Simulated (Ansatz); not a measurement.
1-ethyl-3-methylimidazolium mesylate, `CCn1cc[n+](C)c1.CS(=O)(=O)[O-]`. Total charge 0; singlet. Geometry PBE-D4/def2-SVP, basis def2-TZVP, Ansatz.

```xyz
27

C    -2.298   -1.550    1.826
C    -0.804   -1.270    1.722
N    -0.286   -1.450    0.357
C     0.646   -2.380   -0.064
C     0.988   -2.052   -1.356
N     0.254   -0.932   -1.698
C     0.411   -0.105   -2.892
C    -0.495   -0.572   -0.640
H    -2.626   -1.410    2.875
H    -2.555   -2.584    1.516
H    -2.878   -0.838    1.204
H    -0.572   -0.210    1.981
H    -0.214   -1.946    2.371
H     0.998   -3.184    0.587
H     1.694   -2.517   -2.049
H     0.423    0.956   -2.546
H    -0.425   -0.277   -3.598
H     1.367   -0.366   -3.379
H    -1.095    0.344   -0.573
C     1.327    3.586    0.825
S     0.570    2.035    0.280
O    -0.012    2.334   -1.087
O     1.673    1.013    0.250
O    -0.507    1.734    1.300
H     0.541    4.362    0.857
H     1.759    3.423    1.830
H     2.117    3.857    0.100
```

| run | HOMO (eV) | LUMO (eV) |
| --- | --- | --- |
| A | -5.10 | -1.56 |
| B | -5.18 | -1.55 |
| C | -6.36 | -0.77 |
| D | -4.77 | -1.72 |
| E | -5.70 | -1.20 |

Problem. The runs used B97M-V, PBE, PBE0, r2SCAN, r2SCANh. Estimate which is which.

Solution. A r2SCAN (0 % exact exchange); B B97M-V (0 % exact exchange); C PBE0 (25 % exact exchange); D PBE (0 % exact exchange); E r2SCANh (10 % exact exchange). Exact exchange lowers occupied and raises empty levels; among semilocal functionals meta-GGAs tend to open the gap a little, and such runs are hard to tell apart. The gap grows from 3.05 eV (PBE) to 5.59 eV (PBE0).
